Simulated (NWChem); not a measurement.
System: AlBrCl2; SMILES [Al]([Br])([Cl])[Cl]

Program: NWChem. The geometry was optimised at B3LYP/6-31G* (spherical d).

Task: Taking PBE0/pcseg-2 as the yardstick, which of these has the fewest basis functions while keeping “highest occupied level (eV)” within 0.05 eV of it: PBE0/def2-SVP; PBE0/aug-pcseg-1; PBE0/STO-3G; PBE0/pcseg-1?

Result: PBE0/aug-pcseg-1.
| level | basis functions | highest occupied level (eV) |
|---|---|---|
| PBE0/STO-3G | 45 | -6.18 |
| PBE0/pcseg-1 | 81 | -9.12 |
| PBE0/def2-SVP | 86 | -8.87 |
| PBE0/aug-pcseg-1 | 117 | -9.07 |
| PBE0/pcseg-2 | 145 | -9.04 |

The yardstick is one finite set, not the basis-set limit.
